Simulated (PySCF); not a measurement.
# SMILES FC(F)[C@H]1CCC[Se]1, C5H8F2Se

Geometry:
| atom | x (Å) | y (Å) | z (Å) |
| --- | --- | --- | --- |
| F1 | -2.928 | -0.097 | -0.345 |
| C2 | -2.016 | 0.802 | 0.109 |
| F3 | -2.657 | 1.557 | 1.032 |
| C4 | -0.831 | 0.097 | 0.731 |
| C5 | -0.051 | -0.756 | -0.260 |
| C6 | 1.355 | -0.936 | 0.299 |
| C7 | 1.911 | 0.449 | 0.577 |
| Se8 | 0.437 | 1.462 | 1.433 |
| H9 | -1.743 | 1.456 | -0.733 |
| H10 | -1.186 | -0.495 | 1.581 |
| H11 | -0.552 | -1.714 | -0.409 |
| H12 | 0.002 | -0.243 | -1.224 |
| H13 | 1.995 | -1.470 | -0.404 |
| H14 | 1.306 | -1.509 | 1.227 |
| H15 | 2.185 | 0.968 | -0.343 |
| H16 | 2.765 | 0.439 | 1.252 |

Level of theory: PySCF, GIAO BHandHLYP/pcSseg-1 magnetisability, rotational g tensor and spin-rotation constants, non-relativistic, gas phase. Geometry: GFN2-xTB.

The calculation is non-relativistic, which matters for the atoms heavier than Zn.

Question: Give the nuclear spin-rotation constants along the inertial axes (H = +C I·J) beside the isotropic shieldings.

Answer: Rotational constants 2.2111, 1.0740, 0.7565 GHz. A star marks the isotopologue with that one atom substituted, in its own axes.
| atom | isotope | Caa (kHz) | Cbb (kHz) | Ccc (kHz) | mean (kHz) | σ (ppm) |
| --- | --- | --- | --- | --- | --- | --- |
| F1 | 19F | 1.772 | 0.822 | 0.887 | 1.160 | 312.5 |
| F3 | 19F | 1.422 | 0.808 | 1.031 | 1.087 | 311.4 |
| H9 | 1H | -0.206 | -0.116 | 0.056 | -0.089 | 26.1 |
| H10 | 1H | -0.232 | -0.116 | 0.039 | -0.103 | 28.1 |
| H11 | 1H | -0.160 | -0.033 | -0.063 | -0.085 | 29.6 |
| H12 | 1H | -0.248 | -0.122 | 0.015 | -0.118 | 30.7 |
| H13 | 1H | -0.189 | -0.013 | -0.069 | -0.090 | 29.7 |
| H14 | 1H | -0.244 | -0.119 | 0.021 | -0.114 | 30.1 |
| H15 | 1H | -0.223 | -0.114 | 0.025 | -0.104 | 28.9 |
| H16 | 1H | 0.019 | -0.109 | -0.066 | -0.052 | 29.1 |
| C2 | 13C* | 0.637 | 0.323 | 0.230 | 0.397 | 63.4 |
| C4 | 13C* | 0.397 | 0.181 | 0.189 | 0.256 | 130.8 |
| C5 | 13C* | 0.333 | 0.174 | 0.144 | 0.217 | 151.3 |
| C6 | 13C* | 0.347 | 0.161 | 0.149 | 0.219 | 150.8 |
| C7 | 13C* | 0.353 | 0.150 | 0.154 | 0.219 | 150.9 |
| Se8 | 77Se* | 2.220 | 2.211 | 1.571 | 2.001 | 1539.5 |

For the geometry as given, no vibrational averaging.

Question: How do the rotational constants and the g tensor change when H9, H10, H11, H12, H13, H14, H15, H16 are replaced by deuterium?

Answer: Constants 1.9357, 1.0012, 0.7063 GHz; g -0.0075, -0.0064, -0.0062, against -0.0083, -0.0068, -0.0065 before.
